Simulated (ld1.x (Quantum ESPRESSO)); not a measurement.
**Before and after: PAW potential for chlorine**

Cl (Z = 17), PAW, made with ld1.x (Quantum ESPRESSO) 7.5 (PW91, non-relativistic). Core [Ne], reference 3s2 3p5. Waves: 3s (bound): rcut 1.25, rcutus 1.60 bohr; 3s channel at -0.1 Ry: rcut 1.25, rcutus 1.60 bohr; 3p (bound): rcut 1.30, rcutus 1.80 bohr; 3p channel at -0.3 Ry: rcut 1.30, rcutus 1.80 bohr; 3d channel at 0.4 Ry: rc 1.45 bohr. Local part: the d channel. Core correction: a·sin(br)/r model core, default radius (core density twice the valence density). Augmentation charge: PSQ, inside the norm-conserving radii.

All-electron outer shells of the reference configuration (PW91, non-relativistic, ld1.x):

```csv
shell,level (eV),outermost node (bohr),outermost maximum (bohr)
2p,-191.79,–,0.30
3s,-20.58,0.56,1.29
3p,-8.66,0.53,1.43
```

Change: waves 3p (bound): rcut 1.30, rcutus 1.98 bohr; 3p channel at -0.3 Ry: rcut 1.30, rcutus 1.98 bohr.

Cutoffs: the cutoffs (Ry, on a coarse ladder) from which the occupation-weighted sum of valence levels, in a spherical-Bessel basis at the reference potential, stays within 10 and 1 mRy of its value at 400 Ry; they do not see the model core or the augmentation charge, which bear on the density cutoff. Errors are all-electron minus pseudo energies relative to the spin-unpolarised reference configuration.

**Question.** Predict the effect on cutoff, ghosts and configuration errors.

**Answer.** The potential gets softer (21 Ry and 25 Ry → 18 Ry and 25 Ry); the number of tests with a reliable result goes from 7 to 3 (the test run of the changed file stopped, so its transferability is not established); of the 3 tests that both files solve, the error grows in 0 and shrinks in 1 by more than 15 % and 0.3 meV (median size 3.7 → 3.0 meV); neither file shows a bound ghost. A larger radius leaves more room for a smooth pseudo-wave, so fewer plane waves are needed.

```csv
quantity,base,changed
"cutoff, loose",21 Ry,18 Ry
"cutoff, tight",25 Ry,25 Ry
bound ghosts,none,none
tests with a reliable result,7 of 7,3 of 7 (the test run stopped)
"error for 3s2 3p4, meV [ΔE 13.95 eV]",-0.4,-0.4
"error for 3s2 3p3, meV [ΔE 39.47 eV]",-3.7,-3.0
"error for 3s2 3p2, meV [ΔE 77.86 eV]",-16,-14
lowest overlap eigenvalue by channel,"s 0.36, p 0.77","s 0.36, p 0.87"
```
